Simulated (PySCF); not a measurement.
All of these have the formula C4H5ClO2Si. Method used: TDDFT B3LYP/def2-SVPD, vertical, gas phase, core orbitals frozen in the response in PySCF 2.14.0, density-fitted response routines. Geometries: GFN2-xTB; one conformer of each isolated species. Triplets are in the Tamm–Dancoff approximation.

A. `O=C=C(CCl)[SiH2]C=O`
B. `C(=C(C=O)C[SiH2]Cl)=O`
C. `O=C=C(C=O)[SiH2]CCl`

Lowest singlet levels (six at most, fewer where fewer were computed) with oscillator strengths:

1. 327 nm (f 0.000); 264 nm (f 0.000); 255 nm (f 0.022); 251 nm (f 0.004); 251 nm (f 0.033); 243 nm (f 0.000); T1 3.50 eV
2. 384 nm (f 0.001); 323 nm (f 0.003); 289 nm (f 0.001); 261 nm (f 0.024); 226 nm (f 0.002); 219 nm (f 0.001); T1 2.58 eV
3. 299 nm (f 0.001); 276 nm (f 0.001); 259 nm (f 0.001); 242 nm (f 0.011); 222 nm (f 0.027); 221 nm (f 0.008); T1 3.87 eV

Question: Which spectrum belongs to which structure?

Answer: 1 = B, 2 = A, 3 = C.
- A: S1 at 3.23 eV, HOMO→LUMO (71%), HOMO-1→LUMO (28%); Löwdin shares by element: HOMO oxygen 35%, carbon 30% or more (atoms not listed hold the other 35%); LUMO carbon 41% or more, oxygen 35% or more, silicon 11%, hydrogen 6% or more; HOMO -7.06 and LUMO -2.25 eV.
- B: S1 at 3.79 eV, HOMO→LUMO (89%), HOMO-2→LUMO (10%); Löwdin shares by element: HOMO carbon 38% or more, oxygen 27% (atoms not listed hold the other 35%); LUMO carbon 57% or more, oxygen 32% or more; HOMO -7.83 and LUMO -2.53 eV; point group Cs, 3 of its 6 listed states under f = 0.0005.
- C: S1 at 4.14 eV, HOMO→LUMO (84%), HOMO-1→LUMO (13%); Löwdin shares by element: HOMO carbon 41% or more, oxygen 31% (atoms not listed hold the other 27%); LUMO carbon 48% or more, oxygen 28% or more, silicon 9%; HOMO -7.74 and LUMO -2.11 eV.
